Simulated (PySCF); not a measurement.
Cl2FH3Si2. Atoms are numbered in the order given.

```xyz
8

F     -0.3007     1.8788     0.0000
Si    -0.0825     0.2749     0.0000
Si     2.1807    -0.2710     0.0000
Cl    -1.0177    -0.4643     1.6767
Cl    -1.0177    -0.4643    -1.6767
H      2.8223     0.2899    -1.2243
H      2.8223     0.2899     1.2243
H      2.2876    -1.7587     0.0000
```
Charge 0, spin multiplicity 1.

Geometry: r2SCAN-D4/def2-SVP. This is a generated structure with no PubChem entry under its InChIKey; it may be hypothetical.

Method: PBE/def2-TZVP in PySCF.

Isolated molecule, no solvent.

| Item | Value |
|---|---|
| total energy | -1600.52108 hartree |
| point group | Cs |
| highest occupied level | -7.60 eV |
| lowest empty level | -1.53 eV |
| orbital gap | 6.07 eV |
| dipole moment | 1.71 D |
| quadrupole, principal values (traceless, Buckingham form, about the centre of nuclear charge) | -3.00, -0.28, 3.28 D·Å |
| mean static polarisability | 78.6 bohr³ (11.65 Å³) |
| polarisability, principal values | 64.4, 82.4, 89.0 bohr³ |
